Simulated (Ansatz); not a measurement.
Born–Oppenheimer molecular dynamics of C$_{2}$H$_{5}$AlClNSi (11 atoms, charge 0, multiplicity 1). It starts from a relaxed structure.

All numbers below come from RKS PBE-D4/STO-3G (Ansatz 0.2.0).

| Item | Value |
| --- | --- |
| ensemble | NVT, Langevin thermostat |
| time step | 1 fs |
| steps asked | 163 |
| set temperature | 50 K |
| friction | 0.02 /fs |
| seed | 19586 |

First frame:

```xyz
11
Properties=species:S:1:pos:R:3
Cl 0.914 -2.740 -1.592
C 0.365 -1.220 -0.719
C 1.253 -0.523 0.032
Si 0.509 0.999 0.845
N -1.148 0.884 0.255
Al -1.418 -0.496 -0.773
H 2.311 -0.812 0.158
H 0.608 0.936 2.304
H 1.188 2.224 0.420
H -1.830 1.617 0.548
H -2.686 -0.926 -1.458
```

(1) What does the run give?

(2) What happens to the structure?

(3) How do temperature and energy run in time?

Answers

(1) The run went to its last step.

```json
{"steps done": "163", "time covered": "163 fs", "mean temperature over the second half": "51 K", "spread of the potential energy over the second half": "1.3 meV per atom", "mean potential energy of the second half above the start": "5.6 meV per atom"}
```

A run of 0.16 ps of so small a system gives no equilibrium averages. Limits of this set-up: minimal basis.

(2) The same pairs are bonded in the first frame and the last. Pairs count as bonded within 1.25 times the sum of covalent radii (0.12 Å more for H–H). Another seed would give other details.

(3) 
```tsv
time (fs)	T (K)	potential energy less start (eV)
0.0	45	0.000
8.0	34	0.021
16.0	24	0.041
24.0	22	0.064
32.0	34	0.053
40.0	37	0.050
48.0	40	0.046
56.0	45	0.049
64.0	50	0.045
72.0	28	0.080
80.0	72	0.041
88.0	51	0.078
96.0	57	0.059
104.0	50	0.059
112.0	65	0.063
120.0	68	0.051
128.0	34	0.085
136.0	56	0.051
144.0	40	0.052
152.0	45	0.056
160.0	51	0.052
```

The run took 5.2 min on 1 thread of Arm Neoverse V2 (shared host), peak memory 0.088 GiB.
